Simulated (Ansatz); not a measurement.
Job for Ansatz (a first-principles code): R-CCSD(T)/cc-pVTZ on CH6GeO2 (SMILES C[O][GeH2][OH]), a point of a torsion scan. The run froze 17 orbitals, filled d shells among them.

Ansatz 0.2 input:
```yaml
crystal:
  periodic: [false, false, false]
  atoms:
    - {symbol: C, position_ang: [1.63485209, -0.14611785, -0.09236625]}
    - {symbol: O, position_ang: [0.61969240, 0.81265669, 0.13867910]}
    - {symbol: Ge, position_ang: [-1.07887609, 0.52796397, 0.32164763]}
    - {symbol: O, position_ang: [-1.42006460, -0.88686989, -0.64317190]}
    - {symbol: H, position_ang: [2.43700782, 0.35720262, -0.63403170]}
    - {symbol: H, position_ang: [2.02692248, -0.52656158, 0.85343254]}
    - {symbol: H, position_ang: [1.26825748, -0.98327108, -0.68827669]}
    - {symbol: H, position_ang: [-1.46556869, 0.22734052, 1.75371577]}
    - {symbol: H, position_ang: [-1.69651592, 1.77387122, -0.23296669]}
    - {symbol: H, position_ang: [-2.31549556, -1.21384703, -0.66457863]}
basis:
  gaussian:
    orbitals: cc-pVTZ
magnetization: {spin_polarized: false}
correlation: {method: ccsd_t, electrons: outside_noble_gas}
scf: {lower_state_search: off}
```

It printed:

```
WARN ansatz: RAYON_NUM_THREADS=1 ignored (pool sized by the plan → 1); use --threads N
Functional definition: HF
these checks for a lower state are left out or cut short: stability, starts, cluster_reference, orbital_swaps, neighbouring_geometries, increment
integrals: 1.03 GiB planned
1274 factors; integrals over basis functions are off by at most 9.1e-4 eV
mean field: 0.72 GiB planned
mean field evaluation 1: about -61673.0394 eV, gradient 4.7e1 eV
mean field evaluation 2: about -61673.1815 eV, gradient 4.7e1 eV
mean field evaluation 4: about -61677.2662 eV, gradient 3.4e0 eV
mean field evaluation 8: about -61677.3072 eV, gradient 1.8e-1 eV
mean field -61677.30731207 eV, -2266.5992373382 hartree, gradient 1.9e-6 eV, S^2 0.000000; 0 other end points of the search recorded, 0 dependent functions left out
17 core orbitals not correlated
reference -61677.30731207 eV, -2266.5992373382 hartree; 13, 13 occupied and 187, 187 virtual orbitals, 1274 factors
second order -21.19579397 eV of doubles, -0.00000000 eV of singles
coupled cluster: 1.42 GiB planned
cycle   1  -21.36164086 eV  change   -1.7e-1 eV  update   9.7e-2
cycle   2  -21.87550610 eV  change   -5.1e-1 eV  update   2.8e-2
cycle   3  -21.99411659 eV  change   -1.2e-1 eV  update   1.4e-2
cycle   4  -21.98076647 eV  change    1.3e-2 eV  update   2.9e-3
cycle   5  -21.98076860 eV  change   -2.1e-6 eV  update   1.4e-3
cycle   6  -21.98156367 eV  change   -8.0e-4 eV  update   4.3e-4
cycle   7  -21.98133318 eV  change    2.3e-4 eV  update   1.8e-4
cycle   8  -21.98125779 eV  change    7.5e-5 eV  update   5.5e-5
cycle   9  -21.98127488 eV  change   -1.7e-5 eV  update   2.2e-5
perturbative correction -0.76769118 eV, -0.0282121304 hartree
Total energy: -61700.05627812 eV, -2267.4352464208 hartree
Checks for a lower state left out: stability, starts, cluster_reference, orbital_swaps, neighbouring_geometries, increment
```

The calculation finished and met its thresholds.

Cost: very roughly 2.6 core-minutes.
